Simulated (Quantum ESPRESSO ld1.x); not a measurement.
Species: the terbium ion Tb6+. Configuration: [Kr] 4d10 4f8 5s2 5p3 (the NIST ground configuration). Method: scalar-relativistic Kohn-Sham, LDA (Slater exchange, Perdew-Wang correlation), spin-polarised, spherical densities, point nucleus; open shells are filled with parallel spins first; computed with ld1.x of Quantum ESPRESSO 7.5. Some entries of the table are withheld. Estimate them.

orbital  occ.  eigenvalue (hartree)  <r> (bohr)
1s up       1              -1907.19     0.02152
1s down     1              -1907.18     0.02152
2s up       1              -318.719     0.09155
2s down     1              -318.709     0.09155
2p up       3              -283.667     0.08091
2p down     3              -283.656     0.08091
3s up       1              -73.0581      0.2397
3s down     1              -72.9566      0.2395
3p up       3              -62.2485      0.2384
3p down     3              -62.1469      0.2381
3d up       5              -48.1261      0.2167
3d down     5              -48.0454      0.2165
4s up       1              -16.9408      0.5413
4s down     1              -16.7249      0.5413
4p up       3              -13.3757      0.5732
4p down     3              -13.1608      0.5730
4d up       5                   (1)      0.6213
4d down     5                   (2)      0.6209
5s up       1              -4.58887       1.244
5s down     1              -4.37351       1.254
5p up       3              -3.63394       1.393
5p down     0              -3.43496       1.414
4f up       7              -3.13478      0.7798
4f down     1              -2.91292      0.7843

Answer. 
(1) 4d up eigenvalue (hartree): -8.47944
(2) 4d down eigenvalue (hartree): -8.26362
